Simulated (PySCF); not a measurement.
Cartesian coordinates in Å; atom numbers follow the order of the lines, from 1:
```xyz
18

C    -0.853    1.772    0.187
C    -0.630    0.513   -0.633
Si   -1.738   -1.036   -0.383
C     0.041   -1.731   -0.319
C     0.631   -0.304   -0.232
C     1.782   -0.050   -1.143
N     2.877    0.510   -0.888
H    -0.943    1.534    1.245
H    -0.023    2.467    0.062
H    -1.767    2.273   -0.127
H    -0.558    0.796   -1.687
H    -2.595   -1.441   -1.494
H    -2.453   -1.062    0.892
H     0.332   -2.372    0.509
H     0.351   -2.228   -1.237
H     0.913   -0.067    0.798
H     1.638   -0.370   -2.173
H     2.986    0.803    0.084
```

No relativistic terms, averaged over atoms made equivalent by symmetry, fast rotation or ring inversion, no solvent model, one conformer. Structure optimised with GFN2-xTB; GIAO PBE0/pcSseg-1 shieldings; PySCF 2.14.0 with density-fitted response routines.

δ = σ(ref) − σ, references computed at the same level: ¹³C (σ = 186.93 ppm) against TMS.

Do the ¹³C shifts follow the atomic charges (in e)? Tabulate both.

Answers


```
atoms  hybridisation  δ (ppm)  σ para (ppm)  Hirshfeld    IAO  Mulliken  ESP-fitted
   C6              –    180.7          -246      +0.05  +0.05     +0.13       +0.36
   C5              –     55.3          -120      -0.03  -0.14     -0.31       -0.01
   C2              –     27.4           -94      -0.10  -0.36     -0.50       +0.09
   C1              –     20.3           -79      -0.12  -0.41     -0.19       -0.49
   C4              –      9.3           -75      -0.16  -0.54     -0.42       -0.38
```

Correlation coefficients of δ with charge over these carbons: Hirshfeld +0.94, IAO +0.91, Mulliken +0.87, ESP-fitted +0.81; with the paramagnetic shielding -1.00. With so few points these coefficients are fragile. Charge is one influence among several: hybridisation and low-lying excitations act through the paramagnetic term.

Shifts are as computed. Against solution values, carbons near 30 ppm lie about +3 ppm off and those near 130 ppm about +5 ppm. Of 1211 compounds with measured shifts, 218 miss one by over three times the rms of a fit or turn the order of signals round; such compounds aren't used in these exercises.
